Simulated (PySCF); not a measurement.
**Neon: a sound run and one with changed settings**

Sound run: Ne²⁺ [He] 2s2 2p4, Ne³⁺ [He] 2s2 2p3. All numbers are calculated (PySCF 2.14, no relativity, point nucleus, in def2-SVP (3s2p1d, 14 functions)). In the sound run the correlated levels freeze 1s2. The sound run starts from symmetry-adapted Hartree-Fock orbitals and uses a fine grid where one is needed.

Changed run: basis STO-3G. This setting is unsound on purpose.

| species | method | sound run (hartree) | changed run (hartree) | converged |
| --- | --- | --- | --- | --- |
| Ne²⁺ | UHF | -126.19497 | -124.57400 | yes |
| Ne²⁺ | M06-L | -126.48631 | -124.81819 | yes |
| Ne²⁺ | LDA | -125.71756 | -124.03297 | yes |
| Ne²⁺ | MP2 | -126.28419 | -124.57400 | yes |
| Ne³⁺ | UHF | -123.92154 | -122.14212 | yes |
| Ne³⁺ | M06-L | -124.15354 | -122.31982 | yes |
| Ne³⁺ | LDA | -123.37382 | -121.55536 | yes |
| Ne³⁺ | MP2 | -123.98506 | -122.14212 | yes |

Ionisation energy of Ne²⁺:

```tsv
method	sound run (eV)	changed run (eV)
UHF	61.863	66.175
M06-L	63.478	67.984
LDA	63.776	67.419
MP2	62.563	66.175
SCS-MP2	62.550	66.175
```

A minimal basis cannot let orbitals breathe on ionisation and holds almost no correlation.

For comparison, NIST gives 63.423 eV between the lowest levels.
